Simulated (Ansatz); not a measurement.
Ansatz (a program for electronic structure) job for CCl2F, SMILES Cl[C](Cl)F (connectivity only; charge and spin as stated), charge +1, multiplicity 1, PBE-D3(BJ)/def2-SVP. 

Ansatz 0.2 input:
```yaml
crystal:
  periodic: [false, false, false]
  atoms:
    - {symbol: F, position_ang: [0.00000000, -0.00000000, 1.56830062]}
    - {symbol: C, position_ang: [0.00000000, 0.00000000, 0.30297096]}
    - {symbol: Cl, position_ang: [0.00000000, 1.45174462, -0.46860386]}
    - {symbol: Cl, position_ang: [0.00000000, -1.45174461, -0.46860386]}
basis:
  gaussian:
    orbitals: def2-SVP
hamiltonian:
  xc: pbe
  dispersion: d3bj
total_charge: 1
relax: {f_tol: 0.002, max_steps: 200}
```

Program output:

```
WARN ansatz: RAYON_NUM_THREADS=1 ignored (pool sized by the plan → 1); use --threads N
Functional definition: PBE
integrals: 0.02 GiB planned
696 factors; their error is unknown
mean field: 0.12 GiB planned
mean field evaluation 1: about -28758.7995 eV, gradient 5.6e1 eV
mean field evaluation 2: about -28726.3079 eV, gradient 1.4e2 eV
mean field evaluation 4: about -28764.0373 eV, gradient 1.7e1 eV
mean field evaluation 8: about -28764.6520 eV, gradient 1.0e-1 eV
mean field evaluation 16: about -28764.6085 eV, gradient 5.4e-5 eV
mean field -28764.60853180 eV, -1057.0798661917 hartree, gradient 8.8e-6 eV, S^2 0.000000; 0 other end points of the search recorded, 0 dependent functions left out
the calculation of the forces begins
reference -28764.60854909 eV, -1057.0798668272 hartree; 24, 24 occupied and 40, 40 virtual orbitals, 696 factors
relax step   1: F+E_penalty+E_count = -28764.69509422 eV  Δ(F+E_penalty+E_count) = +0.000e0 eV  max|allowed force component| = 6.437e-1 eV/Å  Δτ_max = 0.0000 Å  (27 SCF iters, accepted)
these checks for a lower state are left out or cut short: starts, cluster_reference, orbital_swaps, neighbouring_geometries, increment
integrals: 0.02 GiB planned
696 factors; their error is unknown
mean field: 0.12 GiB planned
mean field -28764.61247266 eV, -1057.0800110157 hartree, gradient 1.1e-5 eV, S^2 0.000000; 0 other end points of the search recorded, 0 dependent functions left out
the calculation of the forces begins
reference -28764.61248997 eV, -1057.0800116517 hartree; 24, 24 occupied and 40, 40 virtual orbitals, 696 factors
relax step   2: F+E_penalty+E_count = -28764.69896734 eV  Δ(F+E_penalty+E_count) = -3.873e-3 eV  max|allowed force component| = 2.344e-1 eV/Å  Δτ_max = 0.0065 Å  (29 SCF iters, accepted)
these checks for a lower state are left out or cut short: starts, cluster_reference, orbital_swaps, neighbouring_geometries, increment
integrals: 0.02 GiB planned
696 factors; their error is unknown
mean field: 0.12 GiB planned
mean field evaluation 32: about -28764.6132 eV, gradient 1.1e-5 eV
mean field -28764.61316692 eV, -1057.0800365292 hartree, gradient 1.1e-5 eV, S^2 0.000000; 0 other end points of the search recorded, 0 dependent functions left out
the calculation of the forces begins
reference -28764.61318423 eV, -1057.0800371655 hartree; 24, 24 occupied and 40, 40 virtual orbitals, 696 factors
relax step   3: F+E_penalty+E_count = -28764.69961408 eV  Δ(F+E_penalty+E_count) = -6.467e-4 eV  max|allowed force component| = 6.117e-3 eV/Å  Δτ_max = 0.0036 Å  (28 SCF iters, accepted)
these checks for a lower state are left out or cut short: starts, cluster_reference, orbital_swaps, neighbouring_geometries, increment
integrals: 0.02 GiB planned
696 factors; their error is unknown
mean field: 0.12 GiB planned
mean field -28764.61317148 eV, -1057.0800366970 hartree, gradient 1.2e-5 eV, S^2 0.000000; 0 other end points of the search recorded, 0 dependent functions left out
the calculation of the forces begins
reference -28764.61318880 eV, -1057.0800373333 hartree; 24, 24 occupied and 40, 40 virtual orbitals, 696 factors
relax step   4: F+E_penalty+E_count = -28764.69961565 eV  Δ(F+E_penalty+E_count) = -1.576e-6 eV  max|allowed force component| = 1.748e-3 eV/Å  Δτ_max = 0.0003 Å  (19 SCF iters, accepted)
integrals: 0.02 GiB planned
696 factors; their error is unknown
mean field: 0.12 GiB planned
mean field -28764.61317148 eV, -1057.0800366970 hartree, gradient 1.2e-5 eV, S^2 0.000000; 1 other end points of the search recorded, 0 dependent functions left out
the calculation of the forces begins
reference -28764.61318880 eV, -1057.0800373333 hartree; 24, 24 occupied and 40, 40 virtual orbitals, 696 factors
Total energy: -28764.69963297 eV, -1057.0832140980 hartree
Atom 0 at     0.000000    -0.000000     1.578339 Å, force    -0.000000     0.000000     0.000301 eV/Å
Atom 1 at    -0.000001    -0.000000     0.301977 Å, force     0.000000     0.000000     0.001361 eV/Å
Atom 2 at     0.000000     1.454947    -0.473126 Å, force    -0.000000     0.001748    -0.000831 eV/Å
Atom 3 at     0.000000    -1.454947    -0.473126 Å, force    -0.000000    -0.001748    -0.000831 eV/Å
Dipole moment:    -0.000000    -0.000000    -0.111992 e Å
```

The calculation finished and met its thresholds.

Cost: very roughly 5 core-seconds.
